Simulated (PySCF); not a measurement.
H10PSi3, charge +1, singlet, at a GFN2-xTB geometry; HF/6-31G in PySCF.

Here is a job for PySCF.
```python
from pyscf import gto, scf

mol = gto.Mole()
mol.atom = '''
    Si    0.048558    2.112909   -0.855008
    P     0.019501    0.088388    0.250948
    Si    1.931302   -1.200178    0.165612
    Si   -2.001940   -1.012808    0.405262
    H     1.335198    2.689626   -0.474458
    H    -0.055925    1.707993   -2.253254
    H    -1.122063    2.806684   -0.324739
    H     0.120316    0.545338    1.548302
    H     3.000162   -0.240230    0.428104
    H     1.895114   -1.725275   -1.195611
    H     1.719130   -2.192996    1.215448
    H    -1.759147   -2.027300    1.427378
    H    -2.935376    0.042524    0.789754
    H    -2.180805   -1.531109   -0.947267
'''
mol.basis = '6-31g'
mol.charge = 1
mol.spin = 0
mol.verbose = 4
mol.build()

mf = scf.RHF(mol)
mf.kernel()
mf.analyze()
```

Output, abridged:

```
PySCF version 2.14.0

[INPUT] verbose = 4
[INPUT] num. atoms = 14
[INPUT] num. electrons = 66
[INPUT] charge = 1
[INPUT] spin (= nelec alpha-beta = 2S) = 0
[INPUT] symmetry False subgroup None
[INPUT] Mole.unit = angstrom
[INPUT] Symbol           X                Y                Z      unit          X                Y                Z       unit  Magmom
[INPUT]  1 Si     0.048558000000   2.112909000000  -0.855008000000 AA    0.091761321157   3.992819336129  -1.615730954312 Bohr   0.0
[INPUT]  2 P      0.019501000000   0.088388000000   0.250948000000 AA    0.036851549155   0.167029112698   0.474222991507 Bohr   0.0
[INPUT]  3 Si     1.931302000000  -1.200178000000   0.165612000000 AA    3.649631843825  -2.268007720728   0.312961322941 Bohr   0.0
[INPUT]  4 Si    -2.001940000000  -1.012808000000   0.405262000000 AA   -3.783118317812  -1.913929736768   0.765834188693 Bohr   0.0
[INPUT]  5 H      1.335198000000   2.689626000000  -0.474458000000 AA    2.523158542067   5.082656517509  -0.896595677609 Bohr   0.0
[INPUT]  6 H     -0.055925000000   1.707993000000  -2.253254000000 AA   -0.105682933516   3.227638992674  -4.258032949081 Bohr   0.0
[INPUT]  7 H     -1.122063000000   2.806684000000  -0.324739000000 AA   -2.120391764508   5.303864078199  -0.613667771965 Bohr   0.0
[INPUT]  8 H      0.120316000000   0.545338000000   1.548302000000 AA    0.227364288403   1.030539465318   2.925866738116 Bohr   0.0
[INPUT]  9 H      3.000162000000  -0.240230000000   0.428104000000 AA    5.669484509327  -0.453968906904   0.808999312831 Bohr   0.0
[INPUT] 10 H      1.895114000000  -1.725275000000  -1.195611000000 AA    3.581246434829  -3.260297239559  -2.259377341517 Bohr   0.0
[INPUT] 11 H      1.719130000000  -2.192996000000   1.215448000000 AA    3.248684872524  -4.144161832267   2.296863838650 Bohr   0.0
[INPUT] 12 H     -1.759147000000  -2.027300000000   1.427378000000 AA   -3.324306042850  -3.831041772331   2.697353496229 Bohr   0.0
[INPUT] 13 H     -2.935376000000   0.042524000000   0.789754000000 AA   -5.547056712621   0.080358713721   1.492418765780 Bohr   0.0
[INPUT] 14 H     -2.180805000000  -1.531109000000  -0.947267000000 AA   -4.121124181082  -2.893376676857  -1.790075196838 Bohr   0.0

nuclear repulsion = 343.043629060448
number of shells = 48
number of NR pGTOs = 224
number of NR cGTOs = 72
basis = 6-31g
ecp = {}

******** <class 'pyscf.scf.hf.RHF'> ********
method = RHF
initial guess = minao
damping factor = 0
level_shift factor = 0
DIIS = <class 'pyscf.scf.diis.CDIIS'>
diis_start_cycle = 1
diis_space = 8
diis_damp = 0
SCF conv_tol = 1e-09
SCF conv_tol_grad = None
SCF max_cycles = 50
direct_scf = True
direct_scf_tol = 1e-13
Set gradient conv threshold to 3.16228e-05
Initial guess from minao.
init E= -1212.90515813393
  HOMO = -0.318791511389679  LUMO = 0.032912541923704  gap/eV = 9.57035
cycle= 1 E= -1212.81656773001  delta_E= 0.0886  |g|= 0.329  |ddm|= 2.94
  HOMO = -0.639643178335411  LUMO = -0.121468774101249  gap/eV = 14.10024
cycle= 2 E= -1212.87406565393  delta_E= -0.0575  |g|= 0.0859  |ddm|= 0.789
  HOMO = -0.585752561473342  LUMO = -0.0771660150211768  gap/eV = 13.83934
cycle= 3 E= -1212.87733590253  delta_E= -0.00327  |g|= 0.0232  |ddm|= 0.239
  HOMO = -0.591873584898987  LUMO = -0.0778696881134771  gap/eV = 13.98676
cycle= 4 E= -1212.87764846668  delta_E= -0.000313  |g|= 0.0042  |ddm|= 0.0619
  HOMO = -0.592166860057304  LUMO = -0.0779669436969872  gap/eV = 13.99209
cycle= 5 E= -1212.87765904976  delta_E= -1.06e-05  |g|= 0.000766  |ddm|= 0.0174
  HOMO = -0.592252184160913  LUMO = -0.0779264342120676  gap/eV = 13.99552
cycle= 6 E= -1212.87765961619  delta_E= -5.66e-07  |g|= 0.00016  |ddm|= 0.00394
  HOMO = -0.592225779560671  LUMO = -0.0778933310575582  gap/eV = 13.99570
cycle= 7 E= -1212.87765964135  delta_E= -2.52e-08  |g|= 1.67e-05  |ddm|= 0.000855
  HOMO = -0.592224161903506  LUMO = -0.0778917985004461  gap/eV = 13.99570
cycle= 8 E= -1212.87765964161  delta_E= -2.61e-10  |g|= 2.62e-06  |ddm|= 7.82e-05
  HOMO = -0.592223905013974  LUMO = -0.0778918764149359  gap/eV = 13.99569
Extra cycle  E= -1212.87765964161  delta_E= -4.55e-13  |g|= 9.09e-07  |ddm|= 7.82e-06
converged SCF energy = -1212.87765964161
**** SCF Summaries ****
Total Energy =                       -1212.877659641609398
Nuclear Repulsion Energy =             343.043629060447699
One-electron Energy =                -2351.847601535429021
Two-electron Energy =                  795.926312833371753
Two-electron Coulomb Energy =          882.917806988268467
DFT Exchange-Correlation Energy =      -86.991494154896714
HOMO-LUMO gap [eV] =                    13.995687372658100
**** MO energy ****
MO #1   energy= -80.1129702101131  occ= 2
MO #2   energy= -68.9629072719744  occ= 2
MO #3   energy= -68.9629072463921  occ= 2
MO #4   energy= -68.9629010661007  occ= 2
MO #5   energy= -7.68496518216729  occ= 2
MO #6   energy= -6.33234660608276  occ= 2
MO #7   energy= -6.33234659242469  occ= 2
MO #8   energy= -6.33234193926407  occ= 2
MO #9   energy= -5.57822877582698  occ= 2
MO #10  energy= -5.57793148931753  occ= 2
MO #11  energy= -5.57793148601512  occ= 2
MO #12  energy= -4.43675593380714  occ= 2
MO #13  energy= -4.4367539750204   occ= 2
MO #14  energy= -4.43675395961025  occ= 2
MO #15  energy= -4.4366809388742   occ= 2
MO #16  energy= -4.43668092695272  occ= 2
MO #17  energy= -4.43667925842532  occ= 2
MO #18  energy= -4.43664833050711  occ= 2
MO #19  energy= -4.43664790376531  occ= 2
MO #20  energy= -4.4366478902899   occ= 2
MO #21  energy= -1.08455850972023  occ= 2
MO #22  energy= -0.91668950257874  occ= 2
MO #23  energy= -0.91668944332147  occ= 2
MO #24  energy= -0.860631873557286 occ= 2
MO #25  energy= -0.712091358965794 occ= 2
MO #26  energy= -0.679555495546212 occ= 2
MO #27  energy= -0.679555425610231 occ= 2
MO #28  energy= -0.662354643129987 occ= 2
MO #29  energy= -0.662354528669012 occ= 2
MO #30  energy= -0.657120387285824 occ= 2
MO #31  energy= -0.633414736521061 occ= 2
MO #32  energy= -0.592224048682385 occ= 2
MO #33  energy= -0.592223905013974 occ= 2
MO #34  energy= -0.0778918764149359 occ= 0
MO #35  energy= -0.0318311682477751 occ= 0
MO #36  energy= -0.0318310724336232 occ= 0
MO #37  energy= -0.0161531654583995 occ= 0
MO #38  energy= -0.00153819732266191 occ= 0
MO #39  energy= -0.00153813507985822 occ= 0
MO #40  energy= 0.0302671135847599 occ= 0
MO #41  energy= 0.0433923746889174 occ= 0
 ** Mulliken pop on meta-lowdin orthogonal AOs  **
 ** Mulliken pop  **
 ** Mulliken atomic charges  **
charge of    0Si =      0.45880
charge of    1P =     -0.09334
charge of    2Si =      0.45880
charge of    3Si =      0.45880
charge of    4H =     -0.03556
charge of    5H =     -0.04275
charge of    6H =     -0.03556
charge of    7H =      0.05852
charge of    8H =     -0.03556
charge of    9H =     -0.04275
charge of   10H =     -0.03556
charge of   11H =     -0.03556
charge of   12H =     -0.03556
charge of   13H =     -0.04275

WARN: System has nonzero charge 1; the dipole moment is origin-dependent.
Location of origin: [0. 0. 0.]

Dipole moment(X, Y, Z, Debye):  0.01294,  0.05868,  0.16662
```
